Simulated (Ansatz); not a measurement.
Problem. Name a neutral molecule of C, Cl, N, Si and H with size of the dipole moment (ωB97M-V/def2-TZVPP) between 1.30 and 1.60 D and LUMO energy (PBE0/def2-TZVPP) between -0.10 and 0.20 eV (Ansatz, PBE0-D4/def2-TZVP geometry).

Solution. `NC([SiH3])[SiH2]Cl` (1.57 D, 0.18 eV). Other molecules can fit too; these were computed, each in one conformer that needn't be the lowest.
